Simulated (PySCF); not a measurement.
**Electronic absorption of C4H3FSe**

Species: C4H3FSe.
Numbering: `[F:1][c:2]1[cH:3][cH:4][se:5][cH:6]1` (hydrogens: H7 on C3; H8 on C4; H9 on C6)

The calculation used TDDFT PBE0/def2-SVPD, vertical, gas phase, core orbitals frozen in the response in PySCF. Geometry: PBE0-D3(BJ)/def2-SVP; no solvent, vibrations or thermal averaging. Relativistic effects, spin–orbit coupling among them, are left out although an element past zinc is present.

```
state  E (eV)  E (kJ/mol)  λ (nm)       f  symmetry  main configurations (H = HOMO, L = LUMO)
   S1    5.18         499   239.5  0.0016         –                               H→L+1 (95%)
   S2    5.30         512   233.8   0.103        A′                                 H→L (90%)
   S3    5.57         537   222.6  0.0017         –                             H-1→L+1 (95%)
   S4    5.72         552   216.8   0.087        A′                               H-1→L (90%)
   S5    6.39         617   194.0   0.014        A″                               H→L+2 (96%)
   S6    6.65         642   186.4   0.016        A″                H→L+3 (72%), H-1→L+2 (20%)
   S7    6.77         653   183.2  0.0012         –                H-1→L+2 (75%), H→L+3 (21%)
   S8    7.02         677   176.6  0.0019         –                             H-1→L+3 (93%)
   S9    7.22         697   171.7  0.0031        A″                               H→L+5 (94%)
  S10    7.35         709   168.6   0.013        A′                               H→L+4 (76%)
```

Triplets, Tamm–Dancoff:

```tsv
state	E (eV)	λ (nm)	main configurations (H = HOMO, L = LUMO)
T1	3.57	346.9	H→L (64%), H-1→L (32%)
T2	4.13	300.0	H-1→L (64%), H→L (33%)
T3	4.81	257.5	H→L+1 (91%)
T4	5.24	236.5	H-1→L+1 (91%)
```

The lowest singlet comes at 240 nm (499 kJ/mol) in the ultraviolet; it is very weak; its leading configuration is HOMO→LUMO+1 (95%). The most intense listed level is S2 at 5.30 eV (234 nm, f = 0.103), 0.13 eV above S1. Löwdin shares by element: HOMO carbon 54% or more, selenium 29% (atoms not listed hold the other 17%); LUMO carbon 59% or more, selenium 22% (atoms not listed hold the other 20%). The listed states span 2.18 eV, and the widest gap between neighbours is 0.67 eV (S4 to S5). Weighted by f, the mean energy of these states is 5.76 eV. Orbital energies (eV): HOMO-3 -10.45, HOMO-2 -9.87, HOMO-1 -7.27, HOMO -6.91, LUMO -0.86, LUMO+1 -0.28, LUMO+2 0.60. The vertical ionisation energy (ΔSCF) is 8.94 eV, 1.59 eV above S10. Symmetry labels in Cs follow from the direction of the transition dipole and are given only for states with f of 0.002 or more. Singlets were solved by full linear response, triplets in the Tamm–Dancoff approximation.
